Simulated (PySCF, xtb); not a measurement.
Mg(NH2)2 (H4MgN2), SMILES [NH2][Mg][NH2].

GFN2-xTB run with xtb 6.7.1 at its own geometry gives an orbital gap of 2.02 eV and a dipole moment of 1.85 D.

Coordinates come from a B3LYP-D3(BJ)/def2-TZVP optimisation. Other conformers were not sampled.

Question: What does CAM-B3LYP/def2-TZVPD run with PySCF give? (Estimate from the structure and the level; the computed values follow.)

Answer: gap 7.51 eV (levels -7.75 and -0.24 eV), dipole 0.00 D.
